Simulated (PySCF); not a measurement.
H$_{6}$BNO$_{2}$SSi (SMILES N[SiH2]SB(O)O), singlet, at a GFN2-xTB geometry, atoms displaced at random by about 0.08 Å a coordinate. Base run: PBE/STO-3G, gradient run with PySCF.

The PySCF input:
```python
from pyscf import gto, scf, dft

mol = gto.M(
    atom='''
Si    1.57008335    0.65348016    0.32361214
N     1.90372342   -1.07075473    0.43488893
S    -0.19355065    0.81604204   -0.78932498
B    -1.48584421   -0.38716544   -0.03523934
O    -2.74175232   -0.36879317   -0.27120409
O    -1.05425898   -1.28709447    0.83513970
H     1.29213409    1.17860518    1.64409590
H     2.41362646    1.45788373   -0.52838821
H     2.63301040   -1.25840231    1.09364309
H     1.99772724   -1.55968222   -0.15001714
H    -3.00017989    0.20059455   -0.93357098
H     0.05366346   -1.25858402    1.19719821
''',
    basis='sto-3g',
    verbose=4,
)

mf = dft.RKS(mol)
mf.xc = 'pbe'
mf.kernel()
g = mf.nuc_grad_method()
grad = g.kernel()
```

The coordinate followed is z of atom 10.

Each row names what was changed in the base input (with any setting that the change needs).

| change | dE/dx (Eh/bohr) | net force (Eh/bohr) |
|---|---|---|
| base | 0.486517 | 0.000172 |
| density fitting = on | 0.486515 | 0.000172 |
| density fitting = on; auxbasis_response = off | 0.486462 | 0.008479 |
| conv_tol = 1e-4 | 0.486522 | 0.000172 |
| conv_tol = 1e-11 | 0.486517 | 0.000172 |
| grids.level = 0; grid_response = off | … | 0.033266 |
| grids.level = 0; grid_response = on | … | 0.000000 |
| finite difference step (bohr) = 1e-4; conv_tol = 1e-11 | 0.486520 | - |
| finite difference step (bohr) = 0.2; conv_tol = 1e-11 | … | - |
| grids.level = 1; grid_response = on | 0.486447 | 0.000000 |
| grid_response = on | 0.486520 | 0.000000 |
| finite difference step (bohr) = 0.01; conv_tol = 1e-11 | 0.486546 | - |

Q: Complete the blanks.

A: 
- grids.level = 0; grid_response = off, dE/dx (Eh/bohr): 0.484753
- grids.level = 0; grid_response = on, dE/dx (Eh/bohr): 0.479604
- finite difference step (bohr) = 0.2; conv_tol = 1e-11, dE/dx (Eh/bohr): 0.496585

The net force is zero for an exact gradient.
